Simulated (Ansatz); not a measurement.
Cost and result for the atomization energy of `[OH][Zn][B](F)F` (6 atoms, 5 bonds).

The species carries charge 0 and has multiplicity 1. For Zn the d shell is correlated and the shells below it are frozen. Scalar relativity is left out up to krypton. The geometry is a stationary point of PBE0-D4/def2-TZVP. It is one conformer, not always the lowest. Program: Ansatz. All runs use 4 threads of an Arm Neoverse V1 on a shared host. Times are those of one run each, without the atoms' runs, and a repeat can differ threefold. Electronic energies, without spin–orbit coupling; frozen cores. CCSD(T)/CBS adds CCSD(T) − MP2 in def2-TZVPP to the MP2 limit, and its time is that of the two runs behind it. T1 = 0.016. With those shells the extrapolation isn't a true limit.

CCSD(T)/CBS is a level of theory with its own doubt, some kJ/mol a heavy atom from the limit and from the frozen cores, so smaller differences don't rank the functionals.

```csv
level,functions,wall time,atomization (kJ/mol),difference from CCSD(T)/CBS,per bond
LDA (SPW92)/def2-TZVPP,202,0.9 s,2630.8,418.0,83.6
BLYP-D4/def2-TZVPP,202,1.6 s,2211.0,-1.8,-0.4
PBE-D4/def2-TZVPP (with forces),202,1.8 s,2285.8,73.0,14.6
PBE0-D4/def2-TZVPP,202,1.9 s,2201.5,-11.3,-2.3
BHLYP-D4/def2-TZVPP,202,2.2 s,2077.4,-135.4,-27.1
CAM-B3LYP-D4/def2-TZVPP,202,2.4 s,2227.2,14.4,2.9
r2SCAN-D4/def2-TZVPP (with forces),202,3.2 s,2245.2,32.4,6.5
CCSD(T)/def2-SVP,92,3.5 s,2065.7,-147.1,-29.4
PBE-QIDH/def2-TZVPP,202,3.7 s,2200.6,-12.2,-2.4
B97M-V/def2-TZVPP,202,6 s,2203.7,-9.1,-1.8
MP2/def2-QZVPP,358,10 s,2319.3,106.5,21.3
CCSD(T)/def2-TZVPP,202,85 s,2146.6,-66.2,-13.3
CCSD(T)/CBS(def2),–,95 s,2212.8,0.0,0.0
```

In def2-TZVPP, CCSD(T) changes the Hartree–Fock value by +584.1 kJ/mol (the triples alone add +45.7 kJ/mol) and MP2 by +715.2 kJ/mol; breaking electron pairs costs correlation energy, which Hartree–Fock lacks. From PBE to PBE0 (25 % exact exchange), in def2-TZVPP and without D4, the atomization energy moves by −82.9 kJ/mol: exact exchange takes away binding that semilocal exchange gives to molecules. The D4 term adds +14.0 kJ/mol with B3LYP and +7.3 kJ/mol with PBE0; it sums over pairs of atoms, weighted by their polarisabilities, and B3LYP, whose exchange is more repulsive, gets the larger term.

B3LYP here is the variant with VWN-RPA as its local correlation; programs differ in this.
